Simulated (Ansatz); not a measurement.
Compare A (`C=C(F)C=C(F)F`) with its isomer B (`FC1=C(F)C(F)C1`).

Isolated molecules relaxed with PBE0-D4/def2-TZVP in Ansatz; ΔE leaves out vibrations. CBS: MP2 limit from def2 TZ/QZ plus the TZ coupled-cluster correction, frozen cores. DFT in def2-TZVPP. B3LYP here is the variant with VWN-RPA as its local correlation; programs differ in this. One conformer a species, not always the lowest.

A:

```xyz
10

C    -0.670    1.061    1.422
C     0.145    0.525    0.521
F     1.423    0.924    0.469
C    -0.219   -0.483   -0.447
C     0.575   -1.033   -1.356
F     1.838   -0.775   -1.556
F     0.163   -1.947   -2.202
H    -0.311    1.812    2.111
H    -1.702    0.747    1.473
H    -1.242   -0.832   -0.438
```

B:

```xyz
10

F    -2.0781    0.4987   -1.1477
C    -0.9402    0.1605   -0.5866
C    -0.1958   -0.9405   -0.5714
F    -0.2599   -2.1270   -1.1340
C     0.7623   -0.3846    0.4256
F     2.0612   -0.2451   -0.0014
C    -0.0768    0.9268    0.3661
H     0.7835   -0.8705    1.4042
H     0.4871    1.7567   -0.0623
H    -0.5434    1.2251    1.3076
```

**Question.** Which isomer does CCSD(T)/CBS put lower? Give the gap. (Estimate.)

**Answer.** Computed: A, by 11.6 kcal/mol.

**Question.** Give E(B) − E(A) in kcal/mol with PBE0-D4, B2PLYP, CCSD/def2-TZVPP, BLYP-D4, HF/def2-TZVPP, B3LYP-D4, LDA (SPW92). (Estimate.)

**Answer.** The calculation gave: PBE0-D4 10.3, B2PLYP 14.7, CCSD/def2-TZVPP 11.9, BLYP-D4 18.1, HF/def2-TZVPP 15.3, B3LYP-D4 16.2, LDA (SPW92) 10.6. None reverses the order clearly.

**Question.** Does the order hold for the free energy at 298.15 K (harmonic terms from PBE0-D4)? (An estimate is asked.)

**Answer.** Computed: Yes: G(B) − G(A) = +13.5 kcal/mol, for one conformer each.

Largest T1 diagnostic: 0.013.

From r2SCAN to r2SCAN0 (25 % exact exchange), in def2-TZVPP and without D4, E(B) − E(A) moves by −2.4 kcal/mol. At CCSD(T), def2-SVP lies +3.4 kcal/mol from the extrapolated value and def2-TZVPP +0.7 kcal/mol.
